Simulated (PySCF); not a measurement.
A GIAO shielding run with PySCF (density fitting, non-relativistic, gas phase) on `O=C([O-])O[C@H](F)C(F)=C(F)F`, [C$_{4}$HF$_{4}$O$_{3}$]-:

```
$ OMP_NUM_THREADS=1 python probes_run.py task.json out

{"job": {"kind": "nmr", "xc": "PBE0", "basis": "pcSseg-1"}, "charge": -1, "multiplicity": 1}
O      2.401301    -1.498219     0.465341
C      2.430774    -0.329199     0.717153
O      3.132099     0.487275     1.224003
O      1.031237     0.413091     0.240277
C      0.173252    -0.351179    -0.393382
F      0.118589    -0.052605    -1.790661
C     -1.251046    -0.170801     0.106090
F     -1.824938    -1.244344     0.690986
C     -1.938782     0.960504     0.065264
F     -3.178745     1.122164     0.549610
F     -1.532630     2.089918    -0.482926
H      0.440088    -1.427291    -0.358905
```

Hardware: 1 thread of an Intel Xeon Platinum 8488C, shared host. The job also computes population analyses, field gradients.

**Question.** How large is the calculation?

**Answer.** 86 electrons, 192 basis functions and 997 auxiliary functions.

**Question.** How long does it take, and how much memory does it need?

**Answer.** 41 s of wall time, with 15 SCF cycles and 5 response iterations; peak memory 0.83 GiB. Times on a shared host scatter by some tens of per cent.
